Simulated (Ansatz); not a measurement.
FH3O3Zr, SMILES `[OH][Zr]([OH])([OH])[F]` from Hartree–Fock to CCSD(T)

```tsv
atom	x (Å)	y (Å)	z (Å)
O1	1.609	-0.796	-0.380
Zr2	-0.158	-0.046	-0.344
O3	-1.245	-0.956	0.951
O4	-0.079	1.831	0.051
F5	-0.954	-0.272	-2.078
H6	2.428	-1.251	-0.215
H7	-1.757	-1.228	1.706
H8	0.155	2.717	0.308
```

Total charge 0; spin multiplicity 1. Correlated methods include outer-core shells of Zr, which these sets cover unevenly. Zr takes the def2 core potential. The structure was optimised at the PBE0-D4/def2-TZVP level. It is one conformer, not always the lowest. Frozen core, restricted reference, Ansatz 0.2.0.

```
     basis     HF (Eh)  MP2 corr.
  def2-SVP  -372.33103   -1.00098
def2-TZVPP  -372.75551   -1.32819
def2-QZVPP  -372.77556   -1.46504
```

**Question.** Estimate the CCSD correlation energy and the (T) correction in each basis where they were run (hartree).

**Answer.** 
| basis | CCSD corr. | (T) |
| --- | --- | --- |
| def2-SVP | -1.00863 | -0.02599 |
| def2-TZVPP | -1.32345 | -0.05018 |
